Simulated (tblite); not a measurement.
Compound: C₈H₉FSi.
Geometry (GFN2-xTB, Å), atoms numbered from 1 in this order:
```xyz
19
C8H9FSi angstrom
C     -1.054    2.969   -1.553
C     -0.822    2.140   -0.715
Si    -0.479    0.822    0.540
F     -0.769    1.463    2.000
C      1.302    0.353    0.477
C      2.467    0.051    0.422
C      3.866   -0.303    0.365
C     -1.635   -0.650    0.297
C     -2.481   -1.045    1.239
C     -1.555   -1.345   -1.029
H     -1.257    3.704   -2.278
H      4.063   -1.156    1.014
H      4.143   -0.563   -0.657
H      4.473    0.540    0.694
H     -3.147   -1.884    1.096
H     -2.546   -0.547    2.192
H     -2.241   -2.189   -1.075
H     -0.541   -1.703   -1.205
H     -1.799   -0.648   -1.830
```

Method: GFN2-xTB as coded in tblite; computed harmonic values from a numerical Hessian at the method's own geometry, unscaled. Against measured fundamentals such values can be off by several per cent, at times by over 20. One conformer, not necessarily the lowest. The optimisation stopped once no atom felt more than 0.01 eV/Å.

Lowest wavenumbers of the output (negative numbers stand for imaginary wavenumbers):
```
mode    cm-1
  1     -24.1
  2      28.6
  3      49.9
  4      61.4
  5      76.5
  6     130.5
  7     145.7
  8     150.0
  9     202.0
 10     220.7
```

Problem. Is this structure a minimum?

Solution. Not by this Hessian. 1 mode is imaginary beyond 20i (24i cm⁻¹), so at this level the point lies at or near a first-order saddle. The curvature is small, so loose convergence or finite differences may be the whole cause.

Problem. Which atoms move in the imaginary mode?

Solution. 24i: H14 (methyl hydrogen) 33 %, H13 (methyl hydrogen) 33 %, H12 (methyl hydrogen) 33 %. These are shares of the mass-weighted motion.

Problem. What is the remedy?

Solution. Step along that mode in both directions, optimise again with tighter thresholds and repeat the frequencies. The zero-point energy of this point (86.2 kcal/mol) counts the 50 real modes alone, and thermal corrections from it aren't those of a minimum.
